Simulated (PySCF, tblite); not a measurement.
C5H10FNSi.
Numbering: `[F:1][CH2:2][C@@:3]1([NH:4][SiH3:5])[C@@H:6]2[CH2:7][C@H:8]12` (hydrogens: H9, H10 on C2; H11 on N4; H12, H13, H14 on Si5; H15 on C6; H16, H17 on C7; H18 on C8)

Cartesian coordinates in Å at the GFN2-xTB level; atoms count from 1:
```xyz
18
C5H10FNSi angstrom
F     -0.6201    0.2236   -2.7019
C     -0.7827   -0.6130   -1.6192
C     -0.3775    0.0976   -0.3380
N      0.9891    0.5046   -0.3074
Si     2.2895   -0.5371    0.1236
C     -1.4321    0.9428    0.3244
C     -0.8514    0.8935    1.7019
C     -1.0482   -0.3668    0.9175
H     -1.8366   -0.9073   -1.6039
H     -0.1433   -1.4835   -1.7997
H      1.1675    1.2345   -0.9822
H      3.4186    0.3694    0.3178
H      2.6362   -1.5590   -0.8791
H      1.8644   -1.2139    1.3478
H     -2.3412    1.3622   -0.0504
H      0.1544    1.2578    1.8599
H     -1.5259    1.0724    2.5298
H     -1.5695   -1.2715    1.1474
```

The calculation used CAM-B3LYP/def2-SVPD in PySCF (dipole) on a GFN2-xTB geometry, gas phase.

Take the most abundant isotopes and a rigid rotor. The values belong to one conformer with, in the numbering `[F:1][CH2:2][C@@:3]1([NH:4][SiH3:5])[C@@H:6]2[CH2:7][C@H:8]12`, F1–C2–C3–N4 -61°, C2–C3–N4–Si5 -83°.

**Question.** What are A, B and C (MHz)?

**Answer.** Ia = 266.07, Ib = 313.93, Ic = 503.46 u·Å²; 505379 MHz·u·Å²/I gives A = 1899, B = 1610, C = 1004 MHz.

**Question.** Classify the top.

**Answer.** An asymmetric top. Ray's parameter κ = (2B − A − C)/(A − C) = 0.353; −1 is the prolate and +1 the oblate limit.

**Question.** What does the inertial defect say?

**Answer.** Not planar: Δ = Ic − Ia − Ib = -76.54 u·Å². For a rigid frame Δ = −2 Σ m c², so Σ m c² = 38.27 u·Å² lies off the ab plane: 13.04 from hydrogen and 25.23 from heavier atoms. The atom farthest from that plane is 1.86 Å away.

**Question.** Give the other two planar moments, Paa and Pbb, and the rms extents of the mass along the axes.

**Answer.** Paa = Σ m a² = (Ib + Ic − Ia)/2 = 275.66 and Pbb = Σ m b² = (Ia + Ic − Ib)/2 = 227.80 u·Å². With the mass M = 131.06 u, the rms extents √(P/M) along a, b and c are 1.45, 1.32, 0.54 Å.

**Question.** Predict some low-J microwave lines.

**Answer.** The dipole components are |μa| = 0.57 D, |μb| = 1.16 D, |μc| = 1.08 D. Intensities carry the squares of the components, which stand as 0.24 : 1.00 : 0.86 (a : b : c). Some lines, for components of 0.1 D or more:

```json
{"type": "a", "branch": "Q", "J(Ka,Kc)": "2(2,0) ← 2(2,1)", "MHz": "398", "lower level (cm⁻¹)": "0.341"}
{"type": "b", "branch": "Q", "J(Ka,Kc)": "2(1,1) ← 2(0,2)", "MHz": "1900", "lower level (cm⁻¹)": "0.248"}
{"type": "a", "branch": "R", "J(Ka,Kc)": "1(0,1) ← 0(0,0)", "MHz": "2614", "lower level (cm⁻¹)": "0.000"}
{"type": "b", "branch": "Q", "J(Ka,Kc)": "2(2,1) ← 2(1,2)", "MHz": "2687", "lower level (cm⁻¹)": "0.251"}
{"type": "c", "branch": "R", "J(Ka,Kc)": "1(1,0) ← 0(0,0)", "MHz": "3509", "lower level (cm⁻¹)": "0.000"}
{"type": "a", "branch": "R", "J(Ka,Kc)": "2(1,2) ← 1(1,1)", "MHz": "4621", "lower level (cm⁻¹)": "0.097"}
{"type": "c", "branch": "R", "J(Ka,Kc)": "2(1,1) ← 1(0,1)", "MHz": "6729", "lower level (cm⁻¹)": "0.087"}
{"type": "c", "branch": "R", "J(Ka,Kc)": "2(2,0) ← 1(1,0)", "MHz": "7100", "lower level (cm⁻¹)": "0.117"}
{"type": "c", "branch": "R", "J(Ka,Kc)": "2(2,1) ← 1(1,1)", "MHz": "7308", "lower level (cm⁻¹)": "0.097"}
{"type": "b", "branch": "R", "J(Ka,Kc)": "2(2,0) ← 1(1,1)", "MHz": "7706", "lower level (cm⁻¹)": "0.097"}
```

**Question.** Estimate the classical rotational partition function at 10 K, 50 K and 100 K.

**Answer.** Point group C1, symmetry number σ = 1; q = (√π/σ)·√((kT/h)³/(ABC)), k/h = 20836.6 MHz/K: 3040 at 10 K, 34000 at 50 K, 96200 at 100 K.

Its GFN2-xTB frequencies are all real (lowest 46 cm⁻¹). Constants of a rigid frame at the computed geometry: no zero-point averaging, no centrifugal distortion. A rigid rotor knows nothing of inversion at nitrogen or internal rotation, which can split or shift real lines. Quadrupole hyperfine structure (14N) is left out.
